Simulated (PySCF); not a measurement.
Level sweep

Species: GeH4S.
Bonds: S1–Ge2. Hydrogens: H3 on S1; H4, H5, H6 on Ge2.

PySCF, dipoles from the SCF density, polarisabilities from static response with core orbitals frozen. Isolated species at its PBE0-D3(BJ)/def2-SVP geometry, gas phase. The LDA/def2-SVPD calculation is non-relativistic and has no spin–orbit coupling, an omission that weighs most on germanium.

The anisotropy is √(½[(α1 − α2)² + (α2 − α3)² + (α3 − α1)²]).

```csv
level,μ (D),α (Å³),anisotropy (Å³)
LDA/def2-SVPD,1.311,8.63,2.60
PBE/def2-SVPD,1.270,8.46,2.57
B3LYP/def2-SVPD,1.298,8.28,2.48
PBE0/def2-SVPD,1.357,8.18,2.43
BHandHLYP/def2-SVPD,1.383,8.00,2.34
CAM-B3LYP/def2-SVPD,1.375,8.16,2.39
wB97X-D/def2-SVPD,1.425,8.11,2.33
LC-wPBE/def2-SVPD,1.481,7.93,2.28
HF/def2-SVPD,1.490,7.72,2.14
PBE0/6-31G*,1.652,6.26,2.56
PBE0/def2-SVP,1.390,6.50,2.34
PBE0/aug-cc-pVDZ,1.343,8.19,2.50
PBE0/def2-TZVP,1.305,7.51,2.77
PBE0/def2-TZVPD,1.285,8.26,2.47
PBE0/aug-cc-pVTZ,1.301,8.28,2.50
```

The dipole runs from 1.27 D (PBE/def2-SVPD) to 1.65 D (PBE0/6-31G*). No reference polarisability is at hand; against PBE0 in the largest diffuse basis at hand (aug-cc-pVTZ) the other PBE0 rows deviate by 6-31G* -24%, def2-SVP -22%, def2-SVPD -1%, aug-cc-pVDZ -1%, def2-TZVP -9%, def2-TZVPD 0%. In one basis (def2-SVPD) the functionals order the polarisability from HF (lowest) to LDA (highest), a spread of 12%. With PBE0 the polarisability is 6.76 Å³ without diffuse functions (mean of 6-31G*, def2-SVP and def2-TZVP) and 8.23 Å³ with them (mean of def2-SVPD, aug-cc-pVDZ, def2-TZVPD and aug-cc-pVTZ).

Without π bonds the low states are Rydberg-like; a valence basis with one diffuse set may place them up to an eV too high.
